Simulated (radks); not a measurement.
Q: All-electron atom: Mn4+ in [Ne] 3s2 3p5 3d4 (not the ground configuration). Method: scalar-relativistic Kohn-Sham, BLYP, spin-polarised, spherical densities, point nucleus; open shells are filled with parallel spins first; computed with a radial shooting solver on a logarithmic mesh with Libxc functionals. Some entries of the table are withheld. Estimate them.

orbital,occ.,eigenvalue (Ry),<r> (bohr),<r^2> (bohr^2)
1s up,1,-477.3739,0.06090,0.004987
1s down,1,-477.3393,0.06089,0.004987
2s up,1,-59.24421,0.2796,0.09235
2s down,1,-59.05653,0.2790,0.09193
2p up,3,-50.90634,0.2472,0.07515
2p down,3,-50.74331,0.2466,0.07474
3s up,1,-10.69506,0.8301,0.7915
3s down,1,-10.19647,0.8369,0.8057
3p up,3,-8.35478,0.8657,0.8753
3p down,2,-7.87230,0.8769,0.9006
3d up,4,-4.67037,0.9533,1.113
3d down,0,-4.22913,0.9927,1.221
4s up,0,-3.18088,(1),5.040
4s down,0,-3.08167,(2),5.310
4p up,0,-2.59419,2.348,6.222

A: 
(1) 4s up <r> (bohr): 2.118
(2) 4s down <r> (bohr): 2.176
